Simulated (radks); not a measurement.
Task: All-electron atom: Sn3+ in [Kr] 4d9.5 5s1 4f0.5 (fractional occupations, a model configuration). Calculated with a radial shooting solver on a logarithmic mesh with Libxc functionals: Dirac Kohn-Sham, PBE, spin-unpolarised, spherical densities, finite nucleus; open shells fill j = l - 1/2 first; Fermi nuclear charge, rms radius 4.6519 fm. Some entries of the table are withheld. Estimate them.

orbital  occ.  eigenvalue (hartree)  r(max) (bohr)
1s1/2       2                   (1)        0.01877
2s1/2       2             -162.1198         0.1062
2p1/2       2                   (2)        0.08180
2p3/2       4                   (3)        0.08632
3s1/2       2             -32.33890         0.3077
3p1/2       2                   (4)         0.2941
3p3/2       4                   (5)         0.3043
3d3/2       4             -18.87828            (6)
3d5/2       6             -18.55866            (7)
4s1/2       2              -6.19720         0.7453
4p1/2       2              -4.76154         0.7709
4p3/2       4              -4.48065         0.7953
4d3/2       4              -2.21929         0.8757
4d5/2     5.5              -2.17912         0.8849
5s1/2       1              -1.41240          1.862
5p1/2       0              -1.08394            (8)
5p3/2       0              -1.04937            (9)
6s1/2       0              -0.59413          4.199
4f5/2     0.5              -0.42357          3.263
4f7/2       0              -0.42337          3.267

Result: 
(1) 1s1/2 eigenvalue (hartree): -1066.807
(2) 2p1/2 eigenvalue (hartree): -151.5236
(3) 2p3/2 eigenvalue (hartree): -143.0477
(4) 3p1/2 eigenvalue (hartree): -28.03406
(5) 3p3/2 eigenvalue (hartree): -26.48588
(6) 3d3/2 r(max) (bohr): 0.2493
(7) 3d5/2 r(max) (bohr): 0.2523
(8) 5p1/2 r(max) (bohr): 2.106
(9) 5p3/2 r(max) (bohr): 2.173
